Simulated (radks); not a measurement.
Values are calculated unless marked as measured or tabulated.
Question: The bismuth ion Bi2+, 81 electrons, occupied as [Xe] 4f14 5d10 6p3 (not the ground configuration). Code: a radial shooting solver on a logarithmic mesh with Libxc functionals. Model: scalar-relativistic Kohn-Sham, BLYP, spin-polarised, spherical densities, finite nucleus; open shells are filled with parallel spins first (spin-orbit coupling, left out, can overturn this in heavy ions); Fermi nuclear charge, rms radius 5.5211 fm. Some entries of the table are withheld. Estimate them.

orbital,occ.,eigenvalue (eV),<r^2> (bohr^2)
1s up,1,-90646.56,0.0003463
1s down,1,-90646.50,0.0003463
2s up,1,-16305.52,0.005245
2s down,1,-16305.50,0.005245
2p up,3,-13957.71,0.004485
2p down,3,-13957.67,0.004485
3s up,1,-3951.695,0.03370
3s down,1,-3951.660,0.03370
3p up,3,-3280.570,0.03501
3p down,3,-3280.531,0.03501
3d up,5,-2604.758,0.02901
3d down,5,-2604.722,0.02901
4s up,1,-922.7677,0.1605
4s down,1,-922.7082,0.1605
4p up,3,-702.7639,0.1841
4p down,3,-702.7008,0.1841
4d up,5,-450.8294,0.2059
4d down,5,-450.7584,0.2059
5s up,1,-178.4912,0.7723
5s down,1,-178.3168,0.7721
4f up,7,-173.4097,(1)
4f down,7,-173.3284,(2)
5p up,3,-116.5843,1.010
5p down,3,-116.4039,1.008
5d up,5,-47.5517,1.724
5d down,5,-47.1218,1.689
6p up,3,-21.5038,7.196
6p down,0,-19.6481,7.376

Answer: 
(1) 4f up <r^2> (bohr^2): 0.2322
(2) 4f down <r^2> (bohr^2): 0.2321
